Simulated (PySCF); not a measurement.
# Worked example: oscillator strength and radiative lifetime

C2H7NSi2, SMILES N[Si@@H]1C=C[SiH2]1.

Geometry optimised at PBE0-D3(BJ)/def2-SVP. The structure was generated by enumeration; whether it is a known compound was not checked. One conformer was computed; it need not be the lowest.

TDA-B3LYP/def2-SVPD run with PySCF puts the first singlet state with f over 0.02 at 6.04 eV (vertical), with the transition dipole (-0.234, -0.220, -0.273) in atomic units.

### Question
Find the oscillator strength, the wavelength and the radiative lifetime that this transition would have in vacuum if emission retraced absorption.

### Answer

|μ|² = 0.1777 au, so |μ| = 1.07 D. ΔE = 6.04/27.211 = 0.2220 hartree. f = (2/3) ΔE |μ|² = 0.026 (the program prints 0.026).
λ = 1239.84/6.04 = 205 nm; ν = 48716 cm⁻¹.
Einstein's coefficient A = 0.6670 ν² f s⁻¹ (ν in cm⁻¹) = 4.2e7 s⁻¹, so τ = 1/A = 24 ns. This state is S4; the lower singlets have f = 0.004, 0.002, 0.018. The figure is the radiative limit of this one transition; relaxation, internal conversion, crossing to triplets and a medium change what is measured.
